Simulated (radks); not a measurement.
All-electron atom: Ne I in [Ne] (the NIST ground configuration).

All-electron calculation, non-relativistic Kohn-Sham, Slater X-alpha with alpha = 0.667, spin-polarised, spherical densities, point nucleus. Program: a radial shooting solver on a logarithmic mesh with Libxc functionals.

Energy parts (eV):
total: -3469.349
kinetic: 3469.349
electron-nucleus: -8422.720
Hartree: 1781.797
exchange: -297.774

Orbitals (lengths in bohr, moments of r in powers of bohr; <r^-3> diverges for s and p1/2; r(max) is where P^2 peaks; r(90%) holds 90 % of the orbital's charge):
orbital,occ.,eigenvalue (eV),r(max),r(90%),<r^-3>
1s,2,-822.7606,0.1033,0.284,-
2s,2,-34.4578,0.6849,1.47,-
2p,6,-12.0621,0.6199,1.76,11.21

The highest occupied level is 2p at -12.062 eV. The electron density at the nucleus is 614.2 e/bohr^3.
